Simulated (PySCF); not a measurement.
**Zinc: a sound run and one with changed settings**

Sound run: Zn⁺ [Ar] 3d10 4s1, Zn²⁺ [Ar] 3d10. Calculation: PySCF 2.14, in x2c-SVPall (5s3p3d1f, 36 functions); the spin-free X2C one-electron Hamiltonian (Gaussian nucleus). The sound run starts from symmetry-adapted Hartree-Fock orbitals and uses a fine grid where one is needed.

A second run was set up differently.

```
species  method  sound run (hartree)  changed run (hartree)  converged
    Zn⁺     UHF          -1793.65477            -1793.65477        yes
    Zn⁺     LDA          -1792.22278            -1792.26500        yes
    Zn⁺  r2SCAN          -1795.21599            -1795.15525        yes
   Zn²⁺     UHF          -1793.03597            -1793.03597        yes
   Zn²⁺     LDA          -1791.52892            -1791.57123        yes
   Zn²⁺  r2SCAN          -1794.53890            -1794.47587        yes
```

Ionisation energy of Zn⁺:

```tsv
method	sound run (eV)	changed run (eV)
UHF	16.838	16.838
LDA	18.881	18.878
r2SCAN	18.425	18.487
```

Task: What was changed?
A. too few SCF iterations
B. all electrons correlated in a valence basis
C. basis contracted for another Hamiltonian
D. radial grid too coarse

Result: D. It used radial step 0.5 in ln r (0.13 in the sound run). A coarse radial grid mis-integrates the density and the exchange-correlation energy, with errors of either sign; Hartree-Fock needs no grid.
